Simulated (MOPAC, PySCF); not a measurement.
C2H8InN, SMILES `C[N](C)[InH2]` (C–N–In–H torsion 0°), neutral singlet in the gas phase. 

Z-matrix (Å, degrees):
```
N
C 1 1.4412
H 2 1.1003 1 111.26
H 2 1.1093 3 107.42 1 122.92
H 2 1.1093 3 107.42 4 114.17
C 1 1.4412 2 112.80 3 180.00
H 6 1.1003 1 111.26 2 -180.00
H 6 1.1093 7 107.42 1 -122.92
H 6 1.1093 7 107.42 8 -114.17
In 1 2.0310 2 123.60 3 0.04
H 10 1.7150 1 114.47 2 179.99
H 10 1.7150 11 131.06 7 179.99
```
Charge 0, multiplicity 1.

All levels are single points at this geometry (CAM-B3LYP-D3(BJ)/def2-SVP); Pople sets use spherical d functions. Orbital energies aren't observables, and empty levels follow the basis.

```tsv
level	HOMO (eV)	LUMO (eV)	gap (eV)	dipole (D)	vertical IE, Delta-SCF (eV)
CAM-B3LYP-D3(BJ)/def2-TZVP in PySCF	-7.27	-0.47	6.81	0.02	7.76
PBE-D3(BJ)/def2-TZVP in PySCF	-4.83	-1.88	2.94	0.39	7.73
B3LYP/6-311+G** (LANL2DZ on In) in PySCF	-5.68	-1.35	4.33	0.15	–
B3LYP/6-31G* (LANL2DZ on In) in PySCF	-5.53	-1.26	4.27	0.26	7.63
B3LYP/LANL2DZ in PySCF	-5.44	-1.22	4.23	0.31	–
BP86/6-31G* (LANL2DZ on In) in PySCF	-4.74	-1.80	2.94	0.61	–
M06-2X/6-31G* (LANL2DZ on In) in PySCF	-6.97	-0.60	6.37	0.01	–
PBE/6-31G* (LANL2DZ on In) in PySCF	-4.64	-1.76	2.88	0.63	7.63
HF/6-31G* (LANL2DZ on In) in PySCF	-8.68	1.18	9.86	0.56	6.32
AM1 in MOPAC	-8.82	-0.93	7.89	0.79	–
PM3 in MOPAC	-9.46	-2.40	7.05	3.15	–
PM6 in MOPAC	-7.64	2.24	9.88	0.81	–
PM7 in MOPAC	-7.66	1.77	9.43	0.42	–
```
